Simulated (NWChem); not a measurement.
System: 1,5-cyclooctadiene (C8H12); SMILES C1=CCCC=CCC1

Input file for NWChem:

```
start job
memory heap 200 mb stack 900 mb global 1100 mb
geometry units angstroms noautosym nocenter noautoz
  C     -0.669177    -1.730378     0.120716
  C      0.669303    -1.730327     0.120704
  C      1.573728    -0.654231    -0.415622
  C      1.573730     0.654226     0.415622
  C      0.669309     1.730325    -0.120705
  C     -0.669171     1.730380    -0.120717
  C     -1.573778     0.654261     0.415655
  C     -1.573781    -0.654255    -0.415654
  H     -1.166405    -2.593255     0.579350
  H      1.166461    -2.593122     0.579311
  H      1.301279    -0.410497    -1.457647
  H      2.599422    -1.051103    -0.454790
  H      2.599424     1.051095     0.454792
  H      1.301279     0.410494     1.457647
  H      1.166470     2.593116    -0.579312
  H     -1.166397     2.593258    -0.579353
  H     -1.301304     0.410442     1.457727
  H     -2.599542     1.051195     0.454836
  H     -1.301308    -0.410438    -1.457727
  H     -2.599545    -1.051187    -0.454834
end
basis spherical
  * library 6-31g*
end
dft
  xc hfexch
  iterations 150
  mulliken
end
task dft energy
esp
  recalculate
  probe 0.07
  range 0.3
  factor 1.0
  spacing 0.02
end
task esp
```

NWChem printed, in part:

```
             Northwest Computational Chemistry Package (NWChem) 7.3.0
             --------------------------------------------------------

                             Geometry "geometry" -> ""
                             -------------------------

 Output coordinates in angstroms (scale by  1.889725989 to convert to a.u.)

  No.       Tag          Charge          X              Y              Z
 ---- ---------------- ---------- -------------- -------------- --------------
    1 C                    6.0000    -0.66917700    -1.73037800     0.12071600
    2 C                    6.0000     0.66930300    -1.73032700     0.12070400
    3 C                    6.0000     1.57372800    -0.65423100    -0.41562200
    4 C                    6.0000     1.57373000     0.65422600     0.41562200
    5 C                    6.0000     0.66930900     1.73032500    -0.12070500
    6 C                    6.0000    -0.66917100     1.73038000    -0.12071700
    7 C                    6.0000    -1.57377800     0.65426100     0.41565500
    8 C                    6.0000    -1.57378100    -0.65425500    -0.41565400
    9 H                    1.0000    -1.16640500    -2.59325500     0.57935000
   10 H                    1.0000     1.16646100    -2.59312200     0.57931100
   11 H                    1.0000     1.30127900    -0.41049700    -1.45764700
   12 H                    1.0000     2.59942200    -1.05110300    -0.45479000
   13 H                    1.0000     2.59942400     1.05109500     0.45479200
   14 H                    1.0000     1.30127900     0.41049400     1.45764700
   15 H                    1.0000     1.16647000     2.59311600    -0.57931200
   16 H                    1.0000    -1.16639700     2.59325800    -0.57935300
   17 H                    1.0000    -1.30130400     0.41044200     1.45772700
   18 H                    1.0000    -2.59954200     1.05119500     0.45483600
   19 H                    1.0000    -1.30130800    -0.41043800    -1.45772700
   20 H                    1.0000    -2.59954500    -1.05118700    -0.45483400

 Effective nuclear repulsion energy (a.u.)     364.4485220775

  xc_inp: hfexch multiplicative factor not found.

                                 NWChem DFT Module
                                 -----------------

 Summary of "ao basis" -> "ao basis" (spherical)
 ------------------------------------------------------------------------------
       Tag                 Description            Shells   Functions and Types
 ---------------- ------------------------------  ------  ---------------------
 C                           6-31g*                  6       14   3s2p1d
 H                           6-31g*                  2        2   2s

            General Information
            -------------------
          SCF calculation type: DFT
          Wavefunction type:  closed shell.
          No. of atoms     :    20
          No. of electrons :    60
           Alpha electrons :    30
            Beta electrons :    30
          Charge           :     0
          Spin multiplicity:     1
          Use of symmetry is: off; symmetry adaption is: off
          Maximum number of iterations: 150
          AO basis - number of functions:   136
                     number of shells:    72
          Convergence on energy requested:  1.00D-06
          Convergence on density requested:  1.00D-05
          Convergence on gradient requested:  5.00D-04

              XC Information
              --------------
                     Hartree-Fock (Exact) Exchange  1.000

[...]

                     NWChem Electrostatic Potential Fit Module
                     -----------------------------------------

 Atom parameters

 Number of atoms is                                   20
 Number of basis functions is                        136

 Grid parameters

 Maximum number of grid points is                  58269
 Number of grid points is                          58268
 Grid range                                     0.300000 nm
 Grid spacing                                   0.020000 nm
 Probe radius                                   0.070000 nm
 Atom radius factor                             1.000000

 Atomic radii

    1    0.100000
    6    0.147000
 FASTESP  F
  using M.O. file = ./job.movecs

    Atom              Coordinates                           Charge

                                                  ESP

    1 C    -0.066918   -0.173038    0.012072   -0.228604
    2 C     0.066930   -0.173033    0.012070   -0.227972
    3 C     0.157373   -0.065423   -0.041562    0.235250
    4 C     0.157373    0.065423    0.041562    0.263768
    5 C     0.066931    0.173033   -0.012071   -0.233369
    6 C    -0.066917    0.173038   -0.012072   -0.233683
    7 C    -0.157378    0.065426    0.041566    0.264592
    8 C    -0.157378   -0.065426   -0.041565    0.235375
    9 H    -0.116641   -0.259326    0.057935    0.093416
   10 H     0.116646   -0.259312    0.057931    0.093251
   11 H     0.130128   -0.041050   -0.145765   -0.042584
   12 H     0.259942   -0.105110   -0.045479   -0.062573
   13 H     0.259942    0.105110    0.045479   -0.069627
   14 H     0.130128    0.041049    0.145765   -0.049112
   15 H     0.116647    0.259312   -0.057931    0.093196
   16 H    -0.116640    0.259326   -0.057935    0.093184
   17 H    -0.130130    0.041044    0.145773   -0.049378
   18 H    -0.259954    0.105120    0.045484   -0.069802
   19 H    -0.130131   -0.041044   -0.145773   -0.042606
   20 H    -0.259955   -0.105119   -0.045483   -0.062723
                                            ------------
                                                0.000000

 Dipole moment                                  0.002781

 Quadrupole moment Qxx                          4.462867
                   Qyy                         -2.188050
                   Qzz                         -2.274817

 RMS deviation kJ/mol                           0.059190

 RRMS %                                        71.378714
```

Level: Hartree-Fock/6-31G* (spherical d). Coordinates come from a PBE0/def2-SVP optimisation. No frequency run checked for a minimum.
